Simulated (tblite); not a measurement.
Parent: `[SiH3:1][C@@H:2]1[CH2:3][SiH2:4]1`, C2H8Si2.

Computed geometry: GFN2-xTB, gas phase. One conformer each, not checked by frequencies here.

```csv
coordinate of the parent,value
Si1–C2,1.881 Å
C2–C3,1.542 Å
C3–Si4,1.877 Å
C2–Si4,1.892 Å
Si1–C2–C3,118.4°
Si1–C2–Si4,125.3°
C3–C2–Si4,65.3°
C2–C3–Si4,66.4°
C2–Si4–C3,48.3°
```

Problem. In one relative the bonds that all share with the parent change as follows (parent's numbers): Si1–C2 +0.012, C2–C3 +0.002, C3–Si4 +0.001, C2–Si4 +0.010 Å. Which is it?
A. `[F:1][CH2:2][C@@:3]1([SiH3:4])[CH2:5][SiH2:6]1` with F1–C2–C3–Si4 63°
B. `[CH2:1]=[CH:2][C@:3]1([SiH3:4])[CH2:5][SiH2:6]1` with C1–C2–C3–Si4 146°
C. `[O:1]=[CH:2][NH:3][C@:4]1([SiH3:5])[CH2:6][SiH2:7]1` with O1–C2–N3–C4 1°, C2–N3–C4–Si5 -10°

Solution. A. The changes in all of them (Å):

```
                   SMILES  Si1–C2   C2–C3  C3–Si4  C2–Si4
 C=C[C@]1([SiH3])C[SiH2]1  +0.007  -0.003  -0.007  +0.032
O=CN[C@]1([SiH3])C[SiH2]1  +0.032  -0.008   0.000  +0.018
 FC[C@@]1([SiH3])C[SiH2]1  +0.012  +0.002  +0.001  +0.010
```

Atoms are paired thus: C=C[C@]1([SiH3])C[SiH2]1: Si1 = Si4, C2 = C3, C3 = C5, Si4 = Si6; O=CN[C@]1([SiH3])C[SiH2]1: Si1 = Si5, C2 = C4, C3 = C6, Si4 = Si7; FC[C@@]1([SiH3])C[SiH2]1: Si1 = Si4, C2 = C3, C3 = C5, Si4 = Si6.
